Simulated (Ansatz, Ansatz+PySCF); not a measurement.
```json
{"atom": "H", "x (Å)": "0.0167", "y (Å)": "-0.0469", "z (Å)": "-1.3340"}
{"atom": "Be", "x (Å)": "0.0020", "y (Å)": "0.0104", "z (Å)": "-0.0489"}
{"atom": "H", "x (Å)": "-0.0145", "y (Å)": "0.0393", "z (Å)": "1.3664"}
```

RHF on singlet BeH2 was run in several spherical basis sets with Ansatz (development build ahead of 0.2.0).

(1) Rank the basis sets by the total energy that they give, lowest first, with the distance from the lowest.
A. def2-TZVP
B. 6-31G(d)
C. cc-pVDZ
D. aug-cc-pVDZ
E. 6-31G
F. cc-pVTZ
G. def2-SVP
H. STO-3G

## Answers

(1) F (0.00 eV), A (0.06 eV), D (0.08 eV), C (0.11 eV), B (0.16 eV), E (0.33 eV), G (0.49 eV), H (5.81 eV).

Totals follow the description of the cores as much as that of the bonds, so this order isn't one of quality for chemistry.
